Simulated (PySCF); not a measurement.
Sb(vinyl)3, C₆H₉Sb.
SMILES: `C=[CH][Sb]([CH]=C)[CH]=C`

A linear-response calculation (PySCF, def2-SVPD basis, gas phase, vertical, core orbitals frozen in the response) gave these numbers; the functional is withheld.

Orbital energies (eV): HOMO-3 -7.78, HOMO-2 -7.69, HOMO-1 -7.69, HOMO -6.83, LUMO -0.60, LUMO+1 -0.60, LUMO+2 0.35.

```tsv
state	E (eV)	f	main configurations (H = HOMO, L = LUMO)
S1	5.03	0.018	H→L/L+1 (≥96%)
S2	5.03	0.019	H→L/L+1 (≥96%)
S3	5.67	0.0000	H-2/H-1→L/L+1 (≥70%)
S4	6.03	0.0015	H-2/H-1→L/L+1 (≥44%), H→L+2 (26%)
S5	6.04	0.0023	H-2/H-1→L/L+1 (≥42%), H→L+3 (24%)
S6	6.22	0.019	H→L+2 (49%), H-3→L/L+1 (≥37%)
S7	6.22	0.015	H→L+3 (49%), H-3→L/L+1 (≥39%)
```

Triplets (Tamm–Dancoff): T1 4.23 eV, H-3→L/L+1 (≥32%), H-2/H-1→L/L+1 (≥10%), H-2/H-1→L+4 (≥9%); T2 4.23 eV, H-3→L/L+1 (≥32%), H-2/H-1→L/L+1 (≥14%), H-2/H-1→L+4 (≥9%); T3 4.24 eV, H-2/H-1→L/L+1 (≥35%), H-3→L+4 (20%).

Vertical ionisation energy by ΔSCF with the same functional: 8.59 eV. Mean static polarisability: 121.6 au.

Orbitals of the list HOMO-3 to LUMO+2 that lie within 0.01 eV of each other are written together with a slash and their weights summed (≥ marks a lower bound); for degenerate orbitals outside that list single weights are arbitrary.

Question: Which of these was used?
A. HF
B. wB97X-D
C. PBE0
D. PBE

Answer: C. PBE0 is a global hybrid with 25% exact exchange. In this run −ε(HOMO) = 6.83 eV differs from the ΔSCF value by -1.75 eV, and S1 differs from the orbital gap of 6.23 eV by -1.20 eV. The ratio −ε(HOMO)/IP is 0.80. Small neutral molecules mostly give 0.7 to 0.83 with PBE0, 0.5 to 0.7 with PBE, 0.89 to 0.99 with wB97X-D; Hartree–Fock can't fall below 1, since the ion's relaxation only lowers the ΔSCF value.

Method used: TDDFT PBE0/def2-SVPD, vertical, gas phase, core orbitals frozen in the response, def2 core potentials past Kr in PySCF. One conformer (not necessarily the lowest) at the PBE0-D3(BJ)/def2-SVP geometry, without solvent, vibrations or thermal averaging. Spin–orbit coupling is left out.
